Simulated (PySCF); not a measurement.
H7OSi2, charge +1, singlet, geometry from GFN2-xTB. Base run: WB97X/6-31G, TDDFT (PySCF).

PySCF was given this input:
```python
from pyscf import gto, scf, dft, tdscf

mol = gto.M(
    atom='''
Si    1.572886   -0.325796    0.432653
O     0.045220   -0.200254   -0.519360
Si   -1.596613    0.445933   -0.139849
H     2.514900   -0.407955   -0.673236
H     1.510345    0.926563    1.163955
H     1.342425   -1.541629    1.196600
H     0.081486   -0.674743   -1.359114
H    -2.193214   -0.671831    0.573992
H    -2.057643    0.684741   -1.499104
H    -1.227876    1.604961    0.652527
''',
    basis='6-31g',
    charge=1,
    spin=0,
    verbose=3,
)

mf = dft.RKS(mol)
mf.xc = 'wb97x'
mf.kernel()
td = mf.TDDFT()
td.nstates = 5
td.kernel()
td.analyze()
```

The base run was repeated with changes; each row names its change, and settings that it needs were set with it.

| change | first excitation (eV) | oscillator strength of the first | second (eV) | core-seconds (rough) |
|---|---|---|---|---|
| base | 7.68 | 0.003 | 8.40 | 90 |
| functional = pbe0 | 7.15 | 0.001 | 7.90 | 30 |
| conv_tol = 1e-3 | 7.68 | 0.003 | 8.40 | 70 |
| functional = m062x | ? | 0.003 | ? | 100 |
| guess vectors = 13 for 5 states | 7.68 | 0.003 | 8.40 | 60 |
| functional = pbe | ? | ? | ? | 10 |
| functional = bhandhlyp | 7.84 | 0.003 | 8.49 | 40 |
| nstates = 2 | 7.68 | 0.003 | 8.40 | 60 |
| states = triplets; response = Tamm-Dancoff | ? | - | ? | 50 |
| nstates = 10 | 7.68 | 0.003 | 8.40 | 60 |
| functional = lc_wpbe | 7.83 | 0.004 | 8.52 | 80 |

### Question
Complete the blanks.

### Answer

- functional = m062x, first excitation (eV): 7.43
- functional = m062x, second (eV): 8.07
- functional = pbe, first excitation (eV): 6.35
- functional = pbe, oscillator strength of the first: 0.000
- functional = pbe, second (eV): 7.13
- states = triplets; response = Tamm-Dancoff, first excitation (eV): 7.23
- states = triplets; response = Tamm-Dancoff, second (eV): 7.96

An iterative solver can miss low states, so a row lists the states that it found.
